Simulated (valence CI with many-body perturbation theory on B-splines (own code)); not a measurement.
Energy levels of O III

Calculated by configuration interaction combined with many-body perturbation theory (CI+MBPT): four valence electrons over a frozen Dirac-Fock core [He], radial functions for each j: 11 s, 11 p, 9 d, 7 f, 5 g, 2 h, 1 i, with the one-electron correlation potential Σ1 (screened to all orders), the two-electron term Σ2, the three-electron term Σ3, Breit, model QED; selected single and double excitations, second order for the rest, scaled by the run's own slope (own B-spline code, finite nucleus).

Set against measurement, 32 paired levels are off by 91 cm⁻¹ on average, the worst by 230. These come from a selection out of Moore, Selected Tables of Atomic Spectra, NSRDS-NBS 3, section 11. Levels without a partner in it may be off by more. Among the levels kept, up to 570 cm⁻¹ of a level comes from second order outside the variational space, and about a tenth of that is noise between levels of different J, which matters for small intervals.

Levels 1 to 45 of 89, with energies above the lowest level, 2s²2p² ³P_0. "Leading %" is the weight of the configuration and term that name the level; weights of strongly mixed levels are sums over their largest components and can fall short. Lifetimes count E1, E2, E3, M1 and M2 decay at the calculated energies, and are blank where another channel may lead or the interval is too uncertain; long ones can be off by a factor of two.

```tsv
No.	Configuration	Term	J	E (cm⁻¹)	Leading %	Lifetime	g
1	2s²2p²	³P	0	0	97		
2	2s²2p²	³P	1	113	97	38200 s	1.501
3	2s²2p²	³P	2	306	97	10300 s	1.501
4	2s²2p²	¹D	2	20351	97	36.6 s	1.000
5	2s²2p²	¹S	0	43330	93		
6	2s2p³	⁵S°	2	60207	99	1.30 ms	2.002
7	2s2p³	³D°	3	120057	98	1.62 ns	1.334
8	2s2p³	³D°	2	120089	98	1.61 ns	1.167
9	2s2p³	³D°	1	120096	98	1.61 ns	0.499
10	2s2p³	³P°	2	142474	97	543 ps	1.501
11	2s2p³	³P°	1	142478	97	542 ps	1.501
12	2s2p³	³P°	0	142491	97	541 ps	
13	2s2p³	¹D°	2	187210	95	183 ps	1.000
14	2s2p³	³S°	1	197266	97	69.6 ps	2.002
15	2s2p³	¹P°	1	210672	95	91.6 ps	1.000
16	2s²2p3s	³P°	0	267181	92	255 ps	
17	2s²2p3s	³P°	1	267300	93	255 ps	1.500
18	2s²2p3s	³P°	2	267557	93	255 ps	1.501
19	2s²2p3s	¹P°	1	273036	91	209 ps	1.000
20	2p⁴	³P	2	283846	92	165 ps	1.501
21	2p⁴	³P	1	284062	92	165 ps	1.501
22	2p⁴	³P	0	284159	92	165 ps	
23	2s²2p3p	¹P	1	290881	93	8.15 ns	0.999
24	2s²2p3p	³D	1	293795	93	5.35 ns	0.500
25	2s²2p3p	³D	2	293934	93	5.34 ns	1.167
26	2s²2p3p	³D	3	294149	93	5.33 ns	1.334
27	2s²2p3p	³S	1	297486	93	2.34 ns	2.001
28	2p⁴	¹D	2	298411	92	424 ps	1.000
29	2s²2p3p	³P	0	300132	90	2.89 ns	
30	2s²2p3p	³P	1	300219	90	2.88 ns	1.502
31	2s²2p3p	³P	2	300349	90	2.87 ns	1.501
32	2s²2p3p	¹D	2	306538	92	3.31 ns	1.000
33	2s²2p3p	¹S	0	313802	90	1.65 ns	
34	2s²2p3d	³F°	2	324418	66	332 ps	0.762
35	2s²2p3d	³F°	3	324617	93	4.13 ns	1.084
36	2s²2p3d	¹D°	2	324685	66	139 ps	0.905
37	2s²2p3d	³F°	4	324791	93	5.19 ns	1.250
38	2s²2p3d	³D°	1	327168	92	49.0 ps	0.502
39	2s²2p3d	³D°	2	327218	92	49.1 ps	1.168
40	2s²2p3d	³D°	3	327290	92	49.1 ps	1.333
41	2s²2p3d	³P°	2	329413	92	83.8 ps	1.499
42	2s²2p3d	³P°	1	329525	92	83.8 ps	1.498
43	2s²2p3d	³P°	0	329582	92	83.8 ps	
44	2s²2p3d	¹F°	3	331788	92	50.7 ps	1.000
45	2s²2p3d	¹P°	1	332744	92	80.7 ps	1.000
```

Names give the largest LS component (configuration and term), which can be under half, so a name can repeat, a term be missing and a line seem to break the LS rules; names also repeat where a configuration has a term twice.

Where two levels of one J and parity lie close, their mixing, g and order are uncertain.

The ionisation energy to 2s²2p ²P°1/2 of the next ion comes out as 54.924 eV (NIST: 54.9355 eV (semi-empirical)). All 89 levels together are meant to be complete up to 380411 cm⁻¹.
